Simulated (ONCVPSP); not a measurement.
# Ni (Z = 28): from the effect back to the setting (ONCV)

Base potential:

ONCVPSP 4.0.1 input, shortened (lines: element, Z, core and valence counts, functional; n l f; lmax; l rc ep ncon nbas qcut; lloc lpopt rc5 dvloc0; l nproj debl; icmod fcfact rcfact), LDA (Perdew-Wang 92), scalar-relativistic:

```
  Ni 28.00    3    4  -001012      upf
    1    0    2.00
    2    0    2.00
    2    1    6.00
    3    0    2.00
    3    1    6.00
    3    2    8.00
    4    0    1.75
    2
    0    1.00    0.00    4    9   12.90
    1    0.75    0.00    3    7    9.50
    2    1.40    0.00    4    9   10.60
    4    5    0.60    6.00
    0    2    2.20
    1    1    2.70
    2    1    2.10
    0    0.00    0.00
```

Cutoffs, loose and tight: the cutoffs (Ha) at which the residual kinetic energy of the hardest occupied pseudo-wave falls to 1 and 0.1 mHa per electron. They do not see the model core or the augmentation charge, which bear on the density cutoff. Test errors are all-electron minus pseudo excitation energies from the reference, over the configurations 3s2 3p6 3d8 4s2; 3s2 3p6 3d8 4s1; 3s2 3p6 3d8 4s0; 3s2 3p6 3d9 4s1; variants that change the core or the reference have their own tests.

Only the d radius is moved:

| d radius (bohr) | cutoff, loose | cutoff, tight | bound ghosts | largest test error (meV) | median size of the test errors |
| --- | --- | --- | --- | --- | --- |
| 1 | 269 Ha | 321 Ha | none | +1.7 | 0.4 meV |
| 1.26 | 59 Ha | 274 Ha | none | +4.5 | 0.9 meV |
| 1.54 | 59 Ha | 274 Ha | none | +9.4 | 4.6 meV |
| 2 | 59 Ha | 274 Ha | none | +44 | 7.8 meV |

One more run gave cutoff, loose: 59 Ha; cutoff, tight: 274 Ha; bound ghosts: none; largest test error (meV): +30; median size of the test errors: 7.1 meV. Which value of the d radius was used?

1.86 bohr. The median size of the test errors moves one way along this sweep, from 0.4 meV at 1 to 7.8 meV at 2 bohr, which places the run between 1.54 and 2 bohr.
